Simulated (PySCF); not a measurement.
**Field gradients at the hydrogen positions**

C6H9NOSi.
Geometry (GFN2-xTB, Å), atoms numbered from 1 in this order:
```xyz
18
C6H9NOSi angstrom
C      1.666    1.223    0.694
C      1.997    0.013   -0.128
O      2.815    0.017   -1.018
C      1.285   -1.287    0.202
N      1.635   -2.375   -0.329
C      0.128   -1.285    1.162
C     -0.979   -0.530    0.601
C     -1.882    0.099    0.109
Si    -3.269    1.072   -0.625
H      2.216    2.083    0.319
H      0.596    1.418    0.651
H      1.940    1.048    1.733
H      2.410   -2.277   -0.987
H      0.423   -0.844    2.119
H     -0.181   -2.320    1.325
H     -3.766    0.359   -1.801
H     -4.311    1.207    0.396
H     -2.733    2.386   -0.994
```

Level: PBE0/pcSseg-1 (PySCF, non-relativistic); Q(2H) = 0.00286 b; rigid geometry, the same for H and D, with no vibrational averaging.

Problem. Rank these positions by the coupling χzz of a deuteron there, largest first.
A. H13 (N–H hydrogen)
B. H14 (methylene hydrogen)
C. H17 (Si–H hydrogen)
D. H12 (methyl hydrogen)

Solution. A (247 kHz), D (210 kHz), B (201 kHz), C (108 kHz).

Problem. Tabulate Vzz, the asymmetry η and χzz = 234.96 MHz × Q × Vzz for every hydrogen position.

Solution. 
```
atom  bonded to  bond length (Å)  Vzz (au)     η  χzz (kHz)
 H10         C1            1.087    0.3116  0.01        209
 H11         C1            1.088    0.3027  0.03        203
 H12         C1            1.089    0.3119  0.04        210
 H13         N5            1.022    0.3670  0.06        247
 H14         C6            1.094    0.2985  0.02        201
 H15         C6            1.093    0.2959  0.02        199
 H16        Si9            1.463    0.1615  0.01        109
 H17        Si9            1.465    0.1602  0.01        108
 H18        Si9            1.466    0.1593  0.01        107
```

Problem. Average by the element that carries the hydrogen.

Solution. on C: 204 kHz over 5 positions, mean bond length 1.090 Å; on N: 247 kHz over 1 position, mean bond length 1.022 Å; on Si: 108 kHz over 3 positions, mean bond length 1.464 Å.

Problem. Give the 2H NMR doublet splittings at H18 for a magnetic field along the z, y and x axes of the gradient: 3χ/2, 3χ(1 + η)/4, 3χ(1 − η)/4.

Solution. With |χ| = 107.0 kHz and η = 0.013: 161, 81 and 79 kHz, to first order and without motion.

The structure is a single GFN2-xTB conformer in the gas phase; no vibrational or solvent corrections. GFN2-xTB frequencies show an imaginary mode (27i cm⁻¹), so this geometry is no minimum at that level. GFN2-xTB bond lengths can be off by several hundredths of an ångström, more for odd bonds, and the gradients follow them. A larger basis could move these couplings by a tenth or more.
